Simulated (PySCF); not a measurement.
A run for PySCF: R-M06-2X/def2-TZVPP on CH4O2Si (SMILES CO[Si]O), a point of a torsion scan.

```python
from pyscf import gto, dft

mol = gto.M(
    atom='''
    C    -0.89087563    0.00929095    0.21167927
    O     0.08480594   -0.91518809   -0.11405383
    Si    1.54769700   -1.21461928    0.59851195
    O     1.69998647   -2.78738685    0.26699239
    H    -1.53002620   -0.38022151    1.01044317
    H    -0.45243402    0.95430480    0.54792073
    H    -1.50455011    0.19713501   -0.67229412
    H     1.04429474   -3.29709189   -0.21572946
    ''',
    basis='def2-tzvpp',
    charge=0, spin=0, verbose=4, max_memory=1800)
mf = dft.RKS(mol, xc='m062x').density_fit(auxbasis='def2-universal-jkfit')
mf.grids.level = 4
mf.conv_tol = 1e-9
mf.max_cycle = 150
mf.kernel()
mf.dip_moment()
```

Question: Give the final energy of this run.

Answer: -480.5039 hartree.
